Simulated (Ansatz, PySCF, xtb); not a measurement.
Pulling on the Si1–H4 bond in F2H2Si (SMILES F[SiH2]F) (multiplicity 1 held, fragments rigid). Energies count from the point at 1.470 Å.
Geometry at that point (charge 0, multiplicity 1):
```csv
atom,x (Å),y (Å),z (Å)
Si,0.2240,-0.1459,0.3605
F,-0.8952,-0.9509,-0.4350
F,0.4091,1.2675,-0.3474
H,1.4898,-0.8862,0.2617
H,-0.2505,0.0788,1.7333
```

U- levels take the lowest unrestricted solution at each point, which mixes spins at long bonds. Curves can end on different states.

Rows in 6-31G* carry no dispersion term and start afresh at each structure (6-31G* with six Cartesian d functions). MP2/6-31G* freezes PySCF's default core.

The values were computed with Ansatz (Gaussian orbitals); PySCF for 6-31G* rows; xtb for the GFN methods. Each number belongs to the level named beside it. The GFN methods have no spin term and hold the electronic entropy of 300 K.

Question: Predict the energy at R = 4.703 Å from GFN2-xTB.

Answer: 5.03 eV

Question: Give the energy at R = 4.703 Å at the level R-MP2/6-31G*.

Answer: 5.35 eV

Question: Give the energy at R = 4.703 Å at the level U-wB97X-V/cc-pV(T+d)Z.

Answer: 4.38 eV

Doubts at one or more of the structures used: a spin-contaminated determinant (U-wB97X-V/cc-pV(T+d)Z); a restricted determinant that unrestricted orbitals would lower (R-MP2/6-31G*).

Ansatz is a program for electronic structure.
